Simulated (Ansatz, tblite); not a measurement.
Cost and result up the ladder for [InClH3]- (InH₃Cl⁻) (5 atoms). The state is a singlet with charge -1. Geometry: PBE0-D4/def2-TZVPD.

```xyz
5

In    0.0527    0.1934    0.1178
Cl   -0.5138   -1.8820   -1.1474
H    -1.5069    0.9351    0.4766
H     1.0515    1.1323   -0.9923
H     0.9165   -0.3787    1.5454
```

Ansatz on 4 threads of Intel Xeon Platinum 8259CL on a shared host; xTB runs through tblite on one thread. Times are rough, summed over both states, and most runs start from the orbitals of an earlier one. CCSD(T)/def2-TZVPPD serves as the yardstick here, not as an exact answer. The other state is a doublet.

In the def2 sets In takes a core potential; there is no spin–orbit coupling. The xTB rows come from tblite. Correlated methods freeze 9 core orbitals; core or outer-core shells of In are correlated, in sets that lack core-valence functions. In CCSD on the charge 0 doublet the largest single amplitude is 0.22, so its Hartree–Fock determinant may place the open shell otherwise than the density functionals do. HOMO above LUMO, or a gap near zero within one spin, warns that the state may not be the lowest or that an electron is smeared out.

Run but left out: PBE-D4/def2-TZVPD (neutral doublet: an occupied level 0.16 eV above an empty one).

Correlated methods converge slowly with the basis.

Raw xTB energies of ions are shifted by several eV.

| level | functions | wall time | vertical IE (eV) | difference from CCSD(T)/def2-TZVPPD (eV) | remarks |
| --- | --- | --- | --- | --- | --- |
| GFN2-xTB | 21 | 0.007 s | 9.23 | 4.17 | – |
| GFN1-xTB | 24 | 0.009 s | 9.46 | 4.40 | – |
| r2SCAN-D4/def2-TZVPD | 129 | 6.3 s | 4.53 | -0.53 | gap within one spin near zero (doublet) |
| CCSD(T)/def2-TZVPPD | 158 | 58 s | 5.06 | 0.00 | – |
